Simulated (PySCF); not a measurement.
Structure problem from calculated spectra and properties.

Formula: C4H11NSi.

| Quantity | Value |
| --- | --- |
| UV, strongest line | among the 6 lowest singlet transitions: S6 at 6.99 eV (177 nm, f = 0.097) [TDDFT PBE0/def2-SVPD] |
| NMR, other nuclei | isotropic shieldings of nuclei other than C and H, by class: -166 (1 N), 362 (1 Si) ppm [GIAO PBE0/pcSseg-1] |
| 1H NMR | chemical shifts (computed TMS as zero) by class: 8.80 (1 H), 8.68 (1 H), 4.97 (1 H), 1.00 (1 H), 0.94 (3 H), 0.55 (1 H), 0.23 (3 H) ppm [GIAO PBE0/pcSseg-1] |
| Triplet | lowest triplet excitation (Tamm–Dancoff): 3.35 eV [TDA PBE0/def2-SVPD] |
| Dipole | 0.75 D [PBE0/def2-SVPD] |
| Polarisability | 84.4 au [PBE0/def2-SVPD] |
| Rotational structure | rotational constants A, B, C: 2.937, 2.372, 1.452 GHz [GFN2-xTB] |
| 13C NMR | chemical shifts (computed TMS as zero) by class: 171.2 (1 C), 11.0 (1 C), 9.5 (1 C), -1.3 (1 C) ppm [GIAO PBE0/pcSseg-1] |
| UV, first state | lowest singlet excitation: 4.00 eV (310 nm, f = 0.000) [TDDFT PBE0/def2-SVPD] |

Electronic properties: PySCF, gas phase, density fitting. Levels stand in brackets. Geometry: GFN2-xTB, one conformer, isolated molecule. NMR classes are plain means over equivalent atoms (diastereotopic ones count apart unless rotation or inversion swaps them), as if these changed places fast.

Question: What is the compound? Reason from the data.

Answer: Numbering: `[CH2:1]=[N:2][Si@H:3]([CH3:4])[CH2:5][CH3:6]`. Its formula, C4H11NSi, gives 1 degree of unsaturation: 0 rings and 1 π bond in the structure found. 4 carbons fall into 4 classes; from least to most shielded: C=N carbon [C1] (171.2 ppm), sp3 carbon bound to silicon [C5] (11.0 ppm), methyl carbon [C6] (9.5 ppm), Si-methyl carbon [C4] (-1.3 ppm). Hydrogen classes from least to most shielded: 1 H on a C=N carbon, C1 (8.80 ppm), 1 H on a C=N carbon, C1 (8.68 ppm), 1 H on an SiH silicon, Si3 (4.97 ppm), 1 H on an sp3 carbon bound to silicon, C5 (1.00 ppm), 3 H on a methyl carbon, C6 (0.94 ppm, a mean of values up to 0.6 ppm apart in this geometry), 1 H on an sp3 carbon bound to silicon, C5 (0.55 ppm), 3 H on an Si-methyl carbon, C4 (0.23 ppm, a mean of values up to 0.6 ppm apart in this geometry). The other shieldings belong to: -166 ppm, C=N nitrogen [N2]; 362 ppm, SiH silicon [Si3]. S1 is mainly HOMO→LUMO (weight 0.99); the largest Löwdin shares of the orbital it empties are 0.56 on the C=N nitrogen, 0.16 on the C=N carbon, 0.09 on the SiH silicon and 0.06 on a hydrogen on a C=N carbon, of the orbital it fills 0.41 on the C=N carbon, 0.34 on the C=N nitrogen and 0.07 on each of 2 atoms of one kind (hydrogen on a C=N carbon). The optimised geometry has point group C1 and is an asymmetric top. Structure: `C=N[Si@H](C)CC`. Computed isomers that give other values at the same levels: `[H]/N=C\C(C)(C)[SiH3]` (13C chemical shifts (computed TMS as zero) by class: 182.1 (1 C), 33.3 (1 C), 22.7 (2 C) ppm); `CN1CCC[SiH2]1` (13C chemical shifts (computed TMS as zero) by class: 59.0 (1 C), 37.0 (1 C), 29.7 (1 C), 12.5 (1 C) ppm); `CN[C@@H]1CC[SiH2]1` (13C chemical shifts (computed TMS as zero) by class: 57.2 (1 C), 39.1 (1 C), 31.5 (1 C), 6.6 (1 C) ppm). The assignments are read from this structure; whether some other isomer fits the data as well wasn't checked. The mirror image fits equally.

Shape of the structure used: `[CH2:1]=[N:2][Si@H:3]([CH3:4])[CH2:5][CH3:6]`: C1–N2–Si3–C4 -124°, N2–Si3–C5–C6 -63°.
